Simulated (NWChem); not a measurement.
C2H5BO2; SMILES C(B(C)O)=O

```xyz
10

C     -0.6232    -1.8913    -0.0004
B      0.0595    -0.4817     0.0002
O      1.3987    -0.3161     0.0003
C     -0.7372     0.9356     0.0008
O     -0.0746     1.9671    -0.0007
H     -1.2748    -2.0094    -0.8785
H     -1.2817    -2.0071     0.8727
H      0.0996    -2.7129     0.0034
H      1.5770     0.6488     0.0001
H     -1.8482     1.0154     0.0026
```
Atoms are numbered in this order, from 1.

All runs: NWChem. Pople sets run with spherical d functions. Structure relaxed at the B3LYP/6-31G* (spherical d) level. LC-ωPBE (HJS hole) with 6-31G*; x = 1 − exp(−ω/0.25 bohr⁻¹) is a scale chosen for this fit.

```csv
row,x,−ε(HOMO) (eV)
ω = 0.05,0.181,6.29
ω = 0.20,0.551,withheld
ω = 0.30,0.699,9.22
ω = 0.60,0.909,10.94
ω = 0.80,0.959,11.50
```

Fit a straight line of the last column on the one before it, predict the withheld value, and compare with the run.


1. Means of the 4 shown rows: x = 0.6870, y = 9.488. Slope Σ(x − x̄)(y − ȳ)/Σ(x − x̄)² = 2.485/0.3794 = 6.548; intercept 4.989.
2. The shown rows scatter about the line by 0.216 (root mean square); the largest residual is -0.35, at ω = 0.30.
3. At x = 0.551 (ω = 0.20; inside the shown range) the line gives 8.60.
4. The run gives 8.26, -0.34 from the line, 1.6 times the scatter.
